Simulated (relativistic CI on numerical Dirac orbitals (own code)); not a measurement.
## Tl27+: q coefficients and field-shift factors

Method of calculation: Dirac-Coulomb-Breit CI, separate exchange-only KLI orbitals for each configuration, derivatives by finite differences, unscaled Slater integrals, QED left out (own radial code, finite nucleus).

Configurations in the expansion (outside the closed core [Ar] 3d10 4p6 4d10): 4s2 4f8, 4s 4f9, 4f10. Levels of other configurations are missing.

With x = (α/α₀)² − 1 an excitation energy changes as ω = ω₀ + qx; K = 2q/ω₀ is the relative enhancement. Terms are leading LS components, so labels can repeat. The field-shift factor is F = δν/δ⟨r²⟩ for the transition from the lowest level.

Lowest level 4s2 4f8 7F_6.

| Level | ω₀ (cm⁻¹) | q (cm⁻¹) | K | F (GHz/fm²) |
| --- | --- | --- | --- | --- |
| 4s2 4f8 7F_4 | 16643.9 | -2743 | -0.33 | 0.0636 |
| 4s2 4f8 7F_5 | 20531.5 | 27200 | 2.65 | 1.62 |
| 4s2 4f8 7F_3 | 31198.4 | 28980 | 1.86 | 1.83 |
| 4s2 4f8 7F_2 | 32510.8 | 16940 | 1.04 | 1.24 |
| 4s2 4f8 7F_1 | 39892.5 | 36950 | 1.85 | 2.33 |
| 4s2 4f8 7F_0 | 40670.6 | 33420 | 1.64 | 2.16 |
| 4s2 4f8 3H_6 | 55821.8 | -10760 | -0.386 | 0.192 |
| 4s2 4f8 7F_4 | 60492.4 | 33500 | 1.11 | 2.44 |
| 4s2 4f8 5L_10 | 69098.8 | 9455 | 0.274 | 1.45 |
| 4s2 4f8 5D_4 | 73050.7 | 8057 | 0.221 | 1.34 |
| 4s2 4f8 5H_7 | 75193.8 | 5781 | 0.154 | 1.3 |
| 4s2 4f8 5H_5 | 78924.7 | 17870 | 0.453 | 1.92 |
| 4s2 4f8 3P_2 | 81430.0 | 21780 | 0.535 | 2.12 |

At this charge energies of transitions that change n are usually good to better than 1 %, and those within a shell (Δn = 0) to a few per cent. Terms inside the open d or f shell come out 10 to 20 % too wide with unscaled integrals.
